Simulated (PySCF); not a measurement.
# Two-component Hartree-Fock for K (potassium, neutral)

Start: [Ar] 4s1; 4s1/2 filled at m_j = +1/2. Calculated with PySCF 2.14 in x2c-TZVPall-2c (6s6p3d, 39 functions): generalised Hartree-Fock with the X2C-1e Hamiltonian and a Gaussian nucleus; one run each with spin-orbit coupling (SO) switched off, then screened by Boettger's factors. This is a chosen level, not necessarily the ground level.

```json
{"spinor shell": "1s1/2", "electrons": "2", "ε, spin-free (eV)": "-3649.9", "ε, screened SO (eV)": "-3649.9", "weight of nominal j (screened SO)": "1.000", "rms radius, screened SO (bohr)": "0.0937"}
{"spinor shell": "2s1/2", "electrons": "2", "ε, spin-free (eV)": "-397.27", "ε, screened SO (eV)": "-397.27", "weight of nominal j (screened SO)": "1.000", "rms radius, screened SO (bohr)": "0.418"}
{"spinor shell": "2p1/2", "electrons": "2", "ε, spin-free (eV)": "-313.53", "ε, screened SO (eV)": "-315.55", "weight of nominal j (screened SO)": "1.000", "rms radius, screened SO (bohr)": "0.386"}
{"spinor shell": "2p3/2", "electrons": "4", "ε, spin-free (eV)": "-313.53", "ε, screened SO (eV)": "-312.53", "weight of nominal j (screened SO)": "1.000", "rms radius, screened SO (bohr)": "0.388"}
{"spinor shell": "3s1/2", "electrons": "2", "ε, spin-free (eV)": "-47.912", "ε, screened SO (eV)": "-47.912", "weight of nominal j (screened SO)": "1.000", "rms radius, screened SO (bohr)": "1.37"}
{"spinor shell": "3p1/2", "electrons": "2", "ε, spin-free (eV)": "-25.931", "ε, screened SO (eV)": "-26.135", "weight of nominal j (screened SO)": "0.995", "rms radius, screened SO (bohr)": "1.56"}
{"spinor shell": "3p3/2", "electrons": "4", "ε, spin-free (eV)": "-25.931", "ε, screened SO (eV)": "-25.830", "weight of nominal j (screened SO)": "0.997", "rms radius, screened SO (bohr)": "1.57"}
{"spinor shell": "4s1/2", "electrons": "1", "ε, spin-free (eV)": "-4.032", "ε, screened SO (eV)": "-4.032", "weight of nominal j (screened SO)": "1.000", "rms radius, screened SO (bohr)": "5.59"}
```

| quantity | spin-free | screened SO |
| --- | --- | --- |
| E (hartree) | -601.44870 | -601.45103 |
| M_J | 1/2 | 1/2 |
| ⟨J²⟩ | 0.750 | 0.750 |
| ⟨L²⟩ | 0.000 | 0.000 |
| ⟨S²⟩ | 0.750 | 0.750 |

Without spin-orbit coupling the j labels of p, d and f shells carry no meaning; the spin-free column gives the mean over the occupied spinors of each nl shell.
